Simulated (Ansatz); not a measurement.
Cd₉Te₈⁺, relaxed as a doublet with UKS PBE-D4/def2-SVP in Ansatz, starting from the GFN1-xTB geometry. Force threshold 0.03 eV/Å.

In the def2 sets Cd, Te take a core potential; there is no spin–orbit coupling. Single mean-field runs in def2-SVP are fitted with def2-universal-jkfit. Another isomer (doublet) lies 2.65 eV lower at PBE0-D4/def2-SVP; other spin states weren't run for this one.

Start:

```xyz
17

Cd    0.913    3.063   -3.094
Cd    2.264    3.026   -0.363
Cd   -2.746   -2.440   -0.655
Cd   -0.134    1.544    1.132
Cd   -3.552    1.842    0.569
Cd    2.584   -3.305    2.516
Cd    2.511    0.691   -4.745
Cd    2.828   -2.078   -3.656
Cd   -3.554    0.202   -1.892
Te    1.992    0.098    2.472
Te    0.656   -1.363    4.312
Te    0.398    0.020   -1.496
Te    1.436   -1.723    0.391
Te   -1.772   -0.207    4.451
Te   -2.266   -0.461    1.800
Te   -1.655    3.695    0.365
Te    0.096   -2.604   -2.108
```

```json
{"step": "1", "energy (eV)": "-99430.7758", "largest force component (eV/Å)": "1.560", "SCF passes": "56"}
{"step": "2", "energy (eV)": "-99431.3391", "largest force component (eV/Å)": "0.520", "SCF passes": "42"}
{"step": "3", "energy (eV)": "-99431.5797", "largest force component (eV/Å)": "0.224", "SCF passes": "37"}
{"step": "4", "energy (eV)": "-99431.7783", "largest force component (eV/Å)": "0.217", "SCF passes": "40"}
{"step": "5", "energy (eV)": "-99431.9272", "largest force component (eV/Å)": "0.177", "SCF passes": "36"}
{"step": "6", "energy (eV)": "-99432.1018", "largest force component (eV/Å)": "0.259", "SCF passes": "37"}
{"step": "7", "energy (eV)": "-99432.2440", "largest force component (eV/Å)": "0.230", "SCF passes": "43"}
{"step": "8", "energy (eV)": "-99432.4349", "largest force component (eV/Å)": "0.187", "SCF passes": "42"}
{"step": "9", "energy (eV)": "-99432.6492", "largest force component (eV/Å)": "0.285", "SCF passes": "42"}
{"step": "10", "energy (eV)": "-99432.8397", "largest force component (eV/Å)": "0.373", "SCF passes": "43"}
{"step": "11", "energy (eV)": "-99432.9751", "largest force component (eV/Å)": "0.230", "SCF passes": "40"}
{"step": "13", "energy (eV)": "-99433.1514", "largest force component (eV/Å)": "0.151", "SCF passes": "40"}
{"step": "15", "energy (eV)": "-99433.2684", "largest force component (eV/Å)": "0.160", "SCF passes": "35"}
{"step": "17", "energy (eV)": "-99433.3889", "largest force component (eV/Å)": "0.177", "SCF passes": "32"}
{"step": "19", "energy (eV)": "-99433.5003", "largest force component (eV/Å)": "0.185", "SCF passes": "34"}
{"step": "21", "energy (eV)": "-99433.7299", "largest force component (eV/Å)": "0.333", "SCF passes": "38"}
{"step": "23", "energy (eV)": "-99434.0207", "largest force component (eV/Å)": "0.735", "SCF passes": "45"}
{"step": "25", "energy (eV)": "-99434.2602", "largest force component (eV/Å)": "0.220", "SCF passes": "45"}
{"step": "27", "energy (eV)": "-99434.5372", "largest force component (eV/Å)": "0.315", "SCF passes": "40"}
{"step": "29", "energy (eV)": "-99434.7225", "largest force component (eV/Å)": "0.750", "SCF passes": "40"}
{"step": "31", "energy (eV)": "-99434.9323", "largest force component (eV/Å)": "0.586", "SCF passes": "35"}
{"step": "33", "energy (eV)": "-99435.0539", "largest force component (eV/Å)": "0.235", "SCF passes": "29"}
{"step": "35", "energy (eV)": "-99435.0886", "largest force component (eV/Å)": "0.064", "SCF passes": "27"}
{"step": "37", "energy (eV)": "-99435.1051", "largest force component (eV/Å)": "0.107", "SCF passes": "27"}
{"step": "39", "energy (eV)": "-99435.1126", "largest force component (eV/Å)": "0.055", "SCF passes": "27"}
{"step": "41", "energy (eV)": "-99435.1150", "largest force component (eV/Å)": "0.042", "SCF passes": "28"}
{"step": "43", "energy (eV)": "-99435.1157", "largest force component (eV/Å)": "0.014", "SCF passes": "23"}
```

Force components are those of the run's own axes.

End:

```xyz
17

Cd    2.608    2.816   -2.734
Cd    0.859    1.369   -0.978
Cd   -0.010   -1.982   -0.319
Cd   -0.877    0.916    2.414
Cd   -2.386    0.675   -0.623
Cd    0.424   -3.260    2.925
Cd    1.856    1.059   -5.377
Cd    2.947   -1.429   -2.960
Cd   -5.214    1.014   -1.368
Te    2.051    0.523    2.847
Te    1.022   -0.818    5.119
Te   -0.904    0.215   -3.104
Te    2.524   -0.666    0.208
Te   -1.306    0.560    5.255
Te   -2.203   -1.424    1.303
Te   -1.005    2.940    0.435
Te   -0.385   -2.509   -3.043
```

Bonds lost: Cd2–Cd4, Cd3–Cd9, Cd4–Te12, Cd6–Te13, Cd7–Cd8, Te12–Te13, Te13–Te17, Te14–Te15 (atoms count from 1). Bonds formed: Cd2–Te12, Cd2–Te13, Cd2–Te16, Cd3–Te13, Cd4–Te14, Cd5–Te12, Cd8–Te13 (atoms count from 1).

No frequencies were taken in this run, so the end may be a saddle point.

It took 5.5 min on 2 threads of AMD EPYC 7R13 on a shared host and a share (18 GiB) of an NVIDIA H100 80GB HBM3, peak host memory 1.2 GiB.
